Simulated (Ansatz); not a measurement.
Cost and result up the ladder for the cluster Tl3H4 (7 atoms). The state is a doublet with charge 0. Geometry: PBE-D4/def2-SVP.

```xyz
7

Tl   -1.5583   -1.2243    1.4754
Tl    1.7669    0.4303    0.5610
Tl   -0.5153    0.5553   -1.7457
H     0.4627   -0.5917    1.7792
H     1.2537   -0.4768   -1.2663
H    -1.8028   -0.4676   -0.5108
H     0.3931    1.7748   -0.2928
```

Ansatz on 4 threads of Arm Neoverse V2 on a shared host. Times are rough, and most runs start from the orbitals of an earlier one. ωB97X-V/def2-TZVP serves as the yardstick here, not as an exact answer. Differences are given only for rows in sets of like size (and for xTB, whose basis is part of the method), since another set adds its own error. Binding counts from free atoms at the same level (Tl doublet, H doublet; other spins of the atoms weren't run), without zero-point energy or a counterpoise term.

In the def2 sets Tl takes a core potential; there is no spin–orbit coupling. LC-ωPBE has ω = 0.4 bohr⁻¹. Correlated methods freeze 12 core orbitals; core or outer-core shells of Tl are correlated, in sets that lack core-valence functions. The rows differ in basis, and correlated rows in double-zeta sets carry the largest basis error. The structure comes from a short search, and lower isomers may exist.

Correlated methods converge slowly with the basis, most of all in double-zeta sets.

```json
{"level": "PBE-D4/def2-SVP", "functions": "98", "wall time": "1.5 s"}
{"level": "PBE0-D4/def2-SVP", "functions": "98", "wall time": "2 s"}
{"level": "PBE-D4/def2-TZVP (with forces)", "functions": "174", "wall time": "3.1 s"}
{"level": "MP2/def2-TZVP", "functions": "174", "wall time": "3.8 s"}
{"level": "LC-ωPBE/def2-TZVP", "functions": "174", "wall time": "3.9 s"}
{"level": "PBE0-D4/def2-TZVP", "functions": "174", "wall time": "4.8 s"}
{"level": "r2SCAN-D4/def2-TZVP", "functions": "174", "wall time": "6.5 s"}
{"level": "B97M-V/def2-TZVP", "functions": "174", "wall time": "11 s"}
{"level": "ωB97X-V/def2-TZVP", "functions": "174", "wall time": "11 s"}
{"level": "CCSD(T)/def2-SVP", "functions": "98", "wall time": "22 s"}
```

Estimate what each level gives for the binding energy per atom (eV).


```tsv
level	binding energy per atom (eV)	difference from ωB97X-V/def2-TZVP (eV)
PBE-D4/def2-SVP	1.60	–
PBE0-D4/def2-SVP	1.55	–
PBE-D4/def2-TZVP (with forces)	1.62	0.06
MP2/def2-TZVP	1.39	-0.17
LC-ωPBE/def2-TZVP	1.47	-0.08
PBE0-D4/def2-TZVP	1.57	0.01
r2SCAN-D4/def2-TZVP	1.62	0.06
B97M-V/def2-TZVP	1.71	0.15
ωB97X-V/def2-TZVP	1.56	0.00
CCSD(T)/def2-SVP	1.42	–
```
